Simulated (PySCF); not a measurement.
# Structure elucidation problem

Molecular formula: C$_{2}$H$_{10}$Si$_{4}$. Simulated spectra:

$^{1}$H NMR (600 MHz, computed): δ 4.53 (m, 2H), 3.65 (d, 6H), 3.16 (m, 1H), 1.95 (t, 1H).

$^{13}$C{$^{1}$H} NMR (computed): δ 106.6 (CH), 84.7 (C).

One averaged value for each set of equivalent atoms, one conformer, isolated molecule, non-relativistic Hamiltonian. σ from GIAO-PBE0/pcSseg-1; structure optimised with GFN2-xTB; PySCF 2.14.0 with density-fitted response routines.

Scale: $^{1}$H (σref 31.72), $^{13}$C (σref 186.93) vs TMS (reference shieldings calculated alike).

Problem. Deduce the structure.

Solution. 
- The formula gives 2 degrees of unsaturation (no ring in the answer).
- 2 carbon signals for 2 carbons: no two carbons are equivalent.
- Carbon types of the structure: 1 × C, 1 × CH, leaving 9 H on heteroatoms.
- δC 106.6: terminal alkyne carbon.
- δC 84.7: alkyne carbon; the triple bond shields along its axis, which puts it between sp3 and sp2 carbons.
- δH 4.53: hydrogen on a silicon bonded to C, Si.
- δH 3.65: hydrogen on a silicon bonded to Si.
- δH 3.16: hydrogen on a silicon bonded to 3 Si.
- δH 1.95: hydrogen on a terminal alkyne carbon; it lies on the axis of the triple bond, in its shielding cone.

These data were computed for `C#C[SiH2][SiH]([SiH3])[SiH3]`.

The data come from this structure; uniqueness wasn't tested.

Shifts are as computed. Against solution values, carbons near 30 ppm lie about +3 ppm off and those near 130 ppm about +5 ppm. Of 1211 compounds with measured shifts, 218 miss one by over three times the rms of a fit or turn the order of signals round; such compounds aren't used in these exercises. Multiplicities follow the n + 1 count of equivalent neighbours, as no J values were calculated; m marks all less simple cases, F and P coupling included.
